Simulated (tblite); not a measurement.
Input of a run (GFN2-xTB geometry optimisation, gas phase (tblite 0.8.0)), started from a force field or distance geometry:
```
{"job": {"kind": "relax", "xc": "GFN2-xTB", "basis": "xTB"}, "charge": 1, "multiplicity": 2}
C      2.078300     0.819700     0.050600
C      0.671700     0.509700     0.498300
C      0.015900    -0.435700    -0.457300
F      0.752600    -1.607100    -0.476300
C     -1.397500    -0.744100     0.020900
C     -2.119100     0.536300     0.074500
N     -2.671900     1.570500     0.128200
H      2.853100     0.048700     0.052400
H      2.313700     1.829300    -0.277200
H      0.752800     0.096100     1.536700
H     -0.028100    -0.043500    -1.501300
H     -1.878400    -1.399400    -0.716500
H     -1.347400    -1.180000     1.049300
```

Output (eV, eV/Å):
```
step      E/eV     max force
  0    -563.63186    5.438
  1    -563.79362   12.750
  2    -564.11443    5.719
  3    -564.34750    3.063
  4    -564.49225    1.329
  5    -564.64149    2.075
  6    -564.76829    2.130
  7    -564.90025    1.402
  8    -565.02476    1.565
  9    -565.21987    1.832
 10    -565.36383    1.933
 11    -565.49143    1.044
 12    -565.58155    1.048
 13    -565.68894    1.389
 14    -565.77228    1.116
 15    -565.82471    0.822
 16    -565.86348    0.763
 17    -565.90452    0.397
 18    -565.93449    0.276
 19    -565.94200    0.256
 20    -565.94866    0.191
 21    -565.95332    0.167
 22    -565.95782    0.177
 23    -565.96137    0.172
 24    -565.96366    0.117
 25    -565.96524    0.097
 26    -565.96682    0.156
 27    -565.96847    0.148
 28    -565.97012    0.106
 29    -565.97170    0.113
 30    -565.97334    0.164
 31    -565.97502    0.165
 32    -565.97625    0.079
 33    -565.97691    0.053
 34    -565.97737    0.070
 35    -565.97783    0.085
 36    -565.97827    0.065
 37    -565.97870    0.053
 38    -565.97915    0.073
 39    -565.97965    0.076
 40    -565.98006    0.048
 41    -565.98029    0.038
 42    -565.98043    0.037
 43    -565.98059    0.040
 44    -565.98079    0.049
 45    -565.98098    0.038
 46    -565.98110    0.027
 47    -565.98119    0.024
 48    -565.98127    0.036
 49    -565.98136    0.036
 50    -565.98144    0.025
 51    -565.98154    0.028
 52    -565.98166    0.042
 53    -565.98188    0.078
 54    -565.98222    0.108
 55    -565.98272    0.112
 56    -565.98347    0.086
 57    -565.98475    0.122
 58    -565.98680    0.219
 59    -565.98990    0.372
 60    -565.99425    0.284
 61    -565.99284    0.486
 62    -566.00265    0.411
 63    -566.00698    0.301
 64    -566.01370    0.210
 65    -566.02000    0.835
 66    -566.02782    0.604
 67    -566.03553    0.513
 68    -566.04520    0.946
 69    -566.05352    0.175
 70    -566.06205    0.179
 71    -566.06302    0.756
 72    -566.07253    0.151
 73    -566.07560    0.163
 74    -566.07866    0.531
 75    -566.08516    0.201
 76    -566.09006    0.226
 77    -566.10334    0.520
 78    -566.10911    0.286
 79    -566.11631    0.250
 80    -566.12322    0.245
 81    -566.12857    0.174
 82    -566.13407    0.154
 83    -566.14386    0.243
 84    -566.15065    0.418
 85    -566.15722    0.276
 86    -566.16585    0.356
 87    -566.17095    0.180
 88    -566.17577    0.166
 89    -566.16858    0.555
 90    -566.18082    0.092
 91    -566.18199    0.145
 92    -566.18433    0.184
 93    -566.18590    0.172
 94    -566.18762    0.079
 95    -566.18880    0.122
 96    -566.19008    0.109
 97    -566.19077    0.076
 98    -566.19116    0.090
 99    -566.19168    0.133
100    -566.19225    0.129
101    -566.19271    0.056
102    -566.19299    0.047
103    -566.19317    0.084
104    -566.19335    0.091
105    -566.19351    0.039
106    -566.19362    0.024
107    -566.19369    0.043
108    -566.19376    0.033
109    -566.19384    0.024
110    -566.19391    0.028
111    -566.19401    0.050
112    -566.19411    0.040
113    -566.19418    0.019
114    -566.19420    0.011
115    -566.19422    0.013
116    -566.19423    0.013
117    -566.19424    0.014
118    -566.19426    0.016
119    -566.19429    0.027
120    -566.19433    0.045
121    -566.19439    0.057
122    -566.19448    0.057
123    -566.19460    0.045
124    -566.19476    0.030
125    -566.19496    0.046
126    -566.19514    0.049
127    -566.19527    0.033
128    -566.19537    0.026
129    -566.19546    0.024
130    -566.19551    0.030
131    -566.19554    0.027
132    -566.19557    0.012
133    -566.19558    0.009
```

Summarise the run.

The energy falls by 59.1 kcal/mol over 133 L-BFGS steps, the largest force on an atom goes from 5.44 to 0.009 eV/Å, and the atoms move by 0.936 Å rms after alignment. The bond that changes most is C1–C2 (ends: carbon bonded to C and 2 H; carbon bonded to 2 C and H), which shortens by 0.174 Å. Bonds longer at the end by more than 0.005 Å: 2 of 12; shorter: 7. Among the angles that change most is C1–C2–H10, from 106.5° to 122.1°. Among the dihedrals that turn most is H10–C2–C3–F4, from -58° to -169°. The energy rose by more than 1e-5 eV at steps 61 and 89. The first step brought 6 % of the lowering.

What are the final bond lengths?

C1–C2 1.334 Å, C2–C3 1.502 Å, C3–F4 1.354 Å, C3–C5 1.535 Å, C5–C6 1.436 Å, C6≡N7 1.140 Å, C1–H8 1.083 Å, C1–H9 1.084 Å, C2–H10 1.086 Å, C3–H11 1.115 Å, C5–H12 1.099 Å, C5–H13 1.099 Å. Numbering counts from 1 in the input's order; the species is `[CH2+][CH][C@@H](F)CC#N` [radical].

Hardware: one thread of an Arm Neoverse V1 (shared host). Cost: 0.81 s wall.

Its GFN2-xTB frequencies are all real (lowest 54 cm⁻¹). 3 starts were optimised and ended at 0.00, 1.24 and 4.36 kcal/mol (GFN2-xTB); the lowest of these is shown.

One conformer stands for the species.

The numbers are calculated, not measured.
